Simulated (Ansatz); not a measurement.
`C[SiH](Cl)[GeH3]` + H₂ → `Cl[SiH2][GeH3]` + CH₄ at 298.15 K and 1 bar (hydrogenolysis of the Si–C bond).

Isolated molecules relaxed with PBE0-D4/def2-TZVP in Ansatz; ΔE leaves out vibrations. CBS: MP2 limit from def2 TZ/QZ plus the TZ coupled-cluster correction, frozen cores. This one scheme is used for every species. For Ge outer-core shells are correlated without core-valence functions, which leaves a few kJ/mol of doubt a bond. Scalar relativity is left out up to krypton.

```
           species  CCSD(T)/CBS energy (Eh)  H − E (kJ/mol)  S (J/(mol·K))
`C[SiH](Cl)[GeH3]`              -2867.29429           208.9          373.6
                H₂                 -1.17544            35.1          130.4
  `Cl[SiH2][GeH3]`              -2828.01436           128.5          336.0
               CH₄                -40.46206           127.4          186.2
```

H − E and S are ideal-gas, rigid-rotor, harmonic terms from PBE0-D4/def2-TZVP, for one conformer and one mirror image of each species. The MP2-based limit puts H₂ 0.8 mEh under its directly extrapolated value; such offsets cancel only in part. 1 Eh = 2625.50 kJ/mol, R = 8.31446 J/(mol·K).

By hand: ΔE, ΔH, ΔS and ΔG.

ΔE = (-2828.01436) + (-40.46206) − (-2867.29429) − (-1.17544) = -0.00669 Eh = -17.6 kJ/mol. Δ(H − E) = 128.5 + 127.4 − 208.9 − 35.1 = 11.9, so ΔH = -5.7 kJ/mol. ΔS = 336.0 + 186.2 − 373.6 − 130.4 = 18.2 J/(mol·K). ΔG = -5.7 − 298.15 × (18.2)/1000 = -11.1 kJ/mol.

By hand: the equilibrium constant, and the temperature at which ΔG would vanish if ΔH and ΔS stayed fixed.

log₁₀ K = −ΔG/(RT ln 10) = 1.9. ΔH and −TΔS have one sign here, so there is no such temperature.

TΔS isn't small against ΔH here. A doubt of 5 kJ/mol in ΔE shifts log₁₀ K by 0.9 here. Other conformers and mirror images would add mixing entropy, several J/(mol·K) or more a flexible species. These are equilibria of isolated gas molecules and say nothing of rates. Largest T1 diagnostic: 0.011 (customary marks: 0.02 for closed shells, 0.045 for open ones).
